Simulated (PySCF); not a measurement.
**RuHCl, quintet: data card**

Method: UPBE0 in PySCF with Ru def2-TZVP with ECP28, H def2-TZVP, Cl def2-TZVP; scalar-relativistic core potentials, no spin–orbit coupling; density-fitted integrals.

The structure is a minimum.

Z-matrix (Å, degrees; charge 0 multiplicity 5):
```
Ru
H  1 1.6742
Cl 1 2.2603 2 158.14
```

| Quantity | Value |
| --- | --- |
| Point group | Cs |
| Bond lengths | Ru–Cl 2.260 Å, Ru–H 1.674 Å |
| Bond angles | Cl–Ru–H 158.1° |
| Heat capacity Cp at 298.15 K | 46.7 J/(mol K) |
| Spin squared ⟨S²⟩ | 6.010 |
| Rotational constants | 44.85, 0.1225, 0.1222 cm⁻¹ |
| Rotational symmetry number | 1 |
| Principal quadrupole moments (Buckingham, traceless) about the centre of mass | -7.66, 3.74, 3.92 D Å |
| Enthalpy at 298.15 K above 0 K | 11.92 kJ/mol |
| Dipole moment | 1.60 D |
| Principal polarisabilities | 36.7, 37.8, 74.8 bohr³ |
| Highest occupied level (β) | -7.52 eV |
| Atomisation energy without zero-point energy | 599 kJ/mol |
| Zero-point energy | 15.2 kJ/mol |
| Lowest empty level (β) | -3.85 eV |
| Entropy at 298.15 K and 1 bar (electronic part: spin only) | 279.6 J/(mol K) |

Harmonic modes (masses in u: Ru 101.904, H 1.008, Cl 34.969):
```csv
symmetry,ω (cm⁻¹),IR (km/mol),μ (u)
a',289,47.8,1.09
a',381,76.4,16.92
a',1863,272,1.02
```

Charges (e):
```
atom  Mulliken  Löwdin  polar tensor  spin (Mulliken)  Mayer order to Ru1
 Ru1      0.54    0.19          0.96             3.79                   –
  H2     -0.11   -0.12         -0.34            -0.01                0.94
 Cl3     -0.43   -0.07         -0.63             0.21                1.00
```

Mulliken populations on Ru1 (electrons outside its core potential): s 2.68, p 6.31, d 6.47, f 0.00.

Outer orbital energies (eV). α occupied: -11.06, -10.95, -10.10, -9.28, -8.91, -8.53, -8.52, -7.66; empty: -0.97, -0.69, 0.46, 1.73. β occupied: -22.09, -11.14, -9.37, -9.19, -8.60, -7.52; empty: -3.85, -3.66, -3.46, -3.16.

This need not be the most stable arrangement of these atoms. Other spin states or occupations of the open shell can lie lower.

The final relaxation and frequency run took 81 s on 2 threads of a shared Arm Neoverse V2 host, with 83 basis functions and 15 gradients; the process peaked at 0.84 GiB. Launch command: `OMP_NUM_THREADS=2 python axn.py task.json out`.
